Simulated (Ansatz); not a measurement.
Energy profile

The step: SiNH₃Cl₂ ([NH2][SiH]([Cl])[Cl]) + HCl → SiHCl₃ ([Cl][SiH]([Cl])[Cl]) + NH₃ (still joined by a long Si–N bond); bonds formed: Si1–Cl7, N2–H6; bonds broken: H6–Cl7; bonds weakened to dative contacts: Si1–N2 (atoms numbered as in the saddle structure below).

```xyz
9
angstrom
Si -0.8227 -0.3369 0.0170
N 0.9397 0.0376 0.3171
Cl -1.0019 -1.1403 -1.8226
Cl -1.1035 -1.8910 1.3503
H -1.7424 0.7102 0.4445
H 0.9587 0.9961 -0.2866
Cl 0.0488 2.1112 -1.2570
H 1.5623 -0.6719 -0.0608
H 1.1610 0.1850 1.2982
```

Electronic energies by CCSD(T) at an estimated basis limit (MP2 extrapolated from triple and quadruple zeta, plus CCSD(T) − MP2 in triple zeta), on PBE0-D4/def2-TZVP structures; SiNH4Cl3, closed shell; no counterpoise correction. Ansatz 0.2.0; basis: def2-TZVPP and def2-QZVPP; cores frozen in the correlated methods. Extrapolation: Hartree–Fock as exp(−7.88 √X), correlation as X^−2.97.

(1) Give the profile in kJ/mol, counted from the separated reactants. (Judge from chemistry; the value comes from the calculation.)

T1 diagnostic: at most 0.010.

Answers

(1) By the calculation:
| point | kJ/mol |
| --- | --- |
| separated: SiNH3Cl2 (linked as [NH2][SiH]([Cl])[Cl]; Si1, N2, Cl3, Cl4, H5, H8, H9; singlet) + HCl (H6, Cl7; singlet) | 0.0 |
| start structure | -18.5 |
| saddle | 29.2 |
| end structure | -46.7 |
| separated: SiHCl3 (linked as [Cl][SiH]([Cl])[Cl]; Si1, Cl3, Cl4, H5, Cl7; singlet) + NH3 (N2, H6, H8, H9; singlet) | -29.7 |

Hydrogen chloride, the by-product of chloride precursors, can attack films and sites by steps of this kind.

For scale, one of the runs: CCSD(T)/def2-TZVPP, 255 basis functions, launched by `ansatz run in.yaml --threads 8 --pin off --events-out ev --progress --plain --max-ram 19148MiB`. The run took 2 min on 8 CPU threads of an Arm Neoverse V1 (shared host), with 5.2 GiB of host memory at its peak.
